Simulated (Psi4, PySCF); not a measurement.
H2BClO (SMILES OBCl), singlet, geometry from GFN2-xTB. Base run: B3LYP/def2-SVP, TDA in PySCF.

PySCF was given this input:
```python
from pyscf import gto, scf, dft, tdscf

mol = gto.M(
    atom='''
B    -0.727717   -0.300901    0.019578
H    -1.385759   -1.124098    0.525186
Cl    0.944526   -0.147153    0.450629
O    -1.285701    0.494780   -0.874105
H    -0.746993    1.171970   -1.290925
''',
    basis='def2-svp',
    charge=0,
    spin=0,
    verbose=4,
)

mf = dft.RKS(mol)
mf.xc = 'b3lyp'
mf.kernel()
td = mf.TDA()
td.nstates = 5
td.kernel()
td.analyze()
```

Programs used: Psi4, PySCF; a row that names a program was run with it.

Variants of this job, named by their change:

```json
[
 {"change": "base", "first excitation (eV)": "7.14", "oscillator strength of the first": "0.004", "second (eV)": "8.00"},
 {"change": "basis = aug-cc-pVDZ", "first excitation (eV)": "?", "oscillator strength of the first": "?", "second (eV)": "?"},
 {"change": "nstates = 10", "first excitation (eV)": "7.14", "oscillator strength of the first": "0.004", "second (eV)": "8.00"},
 {"change": "code = psi4", "first excitation (eV)": "7.14", "oscillator strength of the first": "0.004", "second (eV)": "8.00"},
 {"change": "nstates = 2", "first excitation (eV)": "7.14", "oscillator strength of the first": "0.004", "second (eV)": "8.00"},
 {"change": "functional = blyp", "first excitation (eV)": "?", "oscillator strength of the first": "?", "second (eV)": "?"},
 {"change": "functional = lc_wpbe", "first excitation (eV)": "7.76", "oscillator strength of the first": "0.009", "second (eV)": "8.33"},
 {"change": "basis = cc-pVDZ", "first excitation (eV)": "7.14", "oscillator strength of the first": "0.004", "second (eV)": "7.98"},
 {"change": "functional = wb97x", "first excitation (eV)": "7.74", "oscillator strength of the first": "0.008", "second (eV)": "8.38"},
 {"change": "functional = pbe0", "first excitation (eV)": "?", "oscillator strength of the first": "?", "second (eV)": "?"},
 {"change": "nstates = 15", "first excitation (eV)": "7.14", "oscillator strength of the first": "0.004", "second (eV)": "8.00"}
]
```

Question: Some entries are withheld; supply them.

Answer: 
- basis = aug-cc-pVDZ, first excitation (eV): 6.96
- basis = aug-cc-pVDZ, oscillator strength of the first: 0.002
- basis = aug-cc-pVDZ, second (eV): 7.60
- functional = blyp, first excitation (eV): 6.64
- functional = blyp, oscillator strength of the first: 0.003
- functional = blyp, second (eV): 7.62
- functional = pbe0, first excitation (eV): 7.29
- functional = pbe0, oscillator strength of the first: 0.005
- functional = pbe0, second (eV): 8.09

An iterative solver can miss low states, so a row lists the states that it found.
